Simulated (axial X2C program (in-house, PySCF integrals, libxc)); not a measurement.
# Working with the constants of Sn₂⁻

A bond curve at the PBE0 level, two-component, was computed with an in-house relativistic program for diatomic molecules (basis Sn dyall-acv3z [12s13p10d5f1g] (cores contracted in-house)) for the state Ω = 3/2 (⟨Sz⟩ = 0.51, ⟨Lz⟩ = 0.99 at PBE0). Its fit gives Re = 2.6617 Å, ωe = 209.4 cm⁻¹, ωexe = 0.347 cm⁻¹ and αe = 9.322e-05 cm⁻¹; the masses are 119.9022 and 119.9022 u. Two-component means X2C with spin–orbit coupling and atomic mean-field Coulomb and Gaunt terms.

Question: Find the reduced mass, Be and the force constant.

Answer: From the PBE0 values: μ = 59.9511 u. Be = 16.8576/(μ Re²) = 0.03969 cm⁻¹. k = 5.8918×10⁻⁷ μ ωe² = 1.55 mdyn/Å.

Question: Where do the fundamental and the first overtone lie?

Answer: ν(1←0) = ωe − 2ωexe = 208.7 cm⁻¹; ν(2←0) = 2ωe − 6ωexe = 416.7 cm⁻¹.

Question: A Morse curve ties αe to the other constants (Pekeris). How well does that hold?

Answer: αe(Morse) = 6Be²/ωe × (√(ωexe/Be) − 1) = 8.833e-05 cm⁻¹; the PBE0 curve gives 9.322e-05 cm⁻¹, a ratio of 0.95.

Question: Estimate the centrifugal constant by the Kratzer relation.

Answer: D = 4Be³/ωe² = 5.70e-09 cm⁻¹.

The state is one determinant whose occupation by symmetry is held fixed; it was picked as the lowest of a PBE0 search that is not exhaustive. Density functionals use the spin component along the axis (collinear). Other states lie close and PBE0, whose exact exchange favours high spin, may order them wrongly; the determinant shown need not be the ground state. The nearest other 2c determinant of the search, Ω = 1/2, lies 0.24 eV up at the distance of the search. Without a current term, density functionals place determinants with orbital angular momentum somewhat too high.
